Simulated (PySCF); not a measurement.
A side-by-side comparison of computed properties.

First species: C6H6BrN.
SMILES: `Nc1cccc(Br)c1`

Second species: C₅H₁₀Ge.
SMILES with atom numbers: `[CH3:1][GeH:2]1[CH2:3][CH:4]=[CH:5][CH2:6]1` (hydrogens: H7, H8, H9 on C1; H10 on Ge2; H11, H12 on C3; H13 on C4; H14 on C5; H15, H16 on C6)

Levels: PBE0/def2-SVPD for HOMO energy, LUMO energy, HOMO–LUMO gap and static isotropic polarisability; TDDFT PBE0/def2-SVPD for lowest singlet excitation; TDA PBE0/def2-SVPD for lowest triplet excitation (Tamm–Dancoff); ΔSCF PBE0/def2-SVPD for vertical ionisation energy. Geometries: PBE0-D3(BJ)/def2-SVP. All species are isolated and taken at one optimised geometry, non-relativistic unless stated; the electronic structure was computed with PySCF and density fitting.

The conformers computed, where there is a choice (atom-mapped SMILES and torsion angles):
- `[NH2:1][c:2]1[cH:3][cH:4][cH:5][c:6]([Br:7])[cH:8]1`: H–N1–C2–C3 -21°, H–N1–C2–C3 -162°

The conformers of `[CH3][GeH]1[CH2]C=C[CH2]1` aren't listed.

```csv
property,column X,column Y
HOMO energy,-6.96 eV,-6.23 eV
LUMO energy,0.54 eV,-0.51 eV
HOMO–LUMO gap,7.50 eV,5.72 eV
lowest singlet excitation,6.51 eV,4.70 eV
lowest triplet excitation (Tamm–Dancoff),4.25 eV,3.77 eV
static isotropic polarisability,87.2 au,102.3 au
vertical ionisation energy,8.93 eV,7.97 eV
```

(1) Which column belongs to which species?

(2) How does each property change from the first species to the second?

Answers

(1) Column X is the second species and column Y the first. The first has 14 atoms and 84 electrons, the second 16 and 72.

(2) HOMO energy -0.73 eV; LUMO energy +1.05 eV; HOMO–LUMO gap +1.78 eV; lowest singlet excitation +1.81 eV; lowest triplet excitation (Tamm–Dancoff) +0.48 eV; static isotropic polarisability -15.1 au; vertical ionisation energy +0.96 eV.

On the first: In wavenumbers S1 is 37900 cm⁻¹ (1 eV = 8065.54 cm⁻¹). S1 lies 1.02 eV below the HOMO–LUMO gap; its leading configuration is HOMO→LUMO, weight 0.86. The calculation is non-relativistic and has no spin–orbit coupling, an omission that weighs most on bromine.

On the second: S1 lies 0.99 eV below the HOMO–LUMO gap; its leading configuration is HOMO→LUMO+1, weight 0.80. The polarisability is 12.92 Å³ as a volume (1 au = 0.148185 Å³), or 1.21 au for each of the 72 electrons. The calculation is non-relativistic and has no spin–orbit coupling, an omission that weighs most on germanium.
